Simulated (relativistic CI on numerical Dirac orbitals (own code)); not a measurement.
# Nb⁴⁺: L2,3 absorption edge

Computed with this model: Dirac-Coulomb-Breit CI, KLI orbitals optimised for each configuration, a model potential for QED, valence Slater integrals scaled by 0.7, multiplet model of core-to-valence dipole absorption; configurations [Kr] 4d → [He] 2s2 2p5 3s2 3p6 3d10 4s2 4p6 4d2; 300 K; Lorentzian 0.96 eV and Gaussian 0.5 eV FWHM. Energies are those of the free ion, without screening or charge transfer. The branching ratio is the share of the lower-energy edge in the whole absorption, uncertain by about 0.02 where the edges overlap. S is read from ⟨S²⟩ = S(S + 1).

Field parameters in Wybourne normalisation: D3d B²₀ = −7Dσ, B⁴₀ = −14Dq − 21Dτ, B⁴₃ = −14√(10/7) Dq; D4h B²₀ = −7Ds, B⁴₀ = 21(Dq − Dt), B⁴₄ = 21√(5/14) Dq; Oh B⁴₀ = 21Dq, B⁴₄ = √(5/14) B⁴₀. The field is a parameter set, without covalency.

Computed curve for Oh, 10Dq = 14750 cm⁻¹, scaled to 100 at the maximum (points under 2 are left out and the grid is thinned):

```csv
Energy (eV),Intensity
2371.5,2.0
2372.0,2.5
2372.5,3.2
2373.0,4.3
2373.5,6.3
2373.9,9.1
2374.4,17.3
2374.9,35.1
2375.4,48.3
2375.9,54.8
2376.4,67.2
2376.9,80.2
2377.4,83.0
2377.9,98.6
2378.4,81.3
2378.8,44.9
2379.3,20.3
2379.8,11.3
2380.3,7.3
2380.8,5.2
2381.3,4.2
2381.8,3.2
2382.3,2.4
2467.2,2.2
2467.7,3.3
2468.1,5.0
2468.6,9.9
2469.1,22.2
2469.6,31.7
2470.1,27.3
2470.6,31.0
2471.1,32.1
2471.6,29.6
2472.1,31.6
2472.6,26.4
2473.0,16.0
2473.5,7.4
2474.0,4.1
2474.5,2.7
2475.0,2.0
```

The ground state has S = 0.50, and the centroid lies at 2405.07 eV.
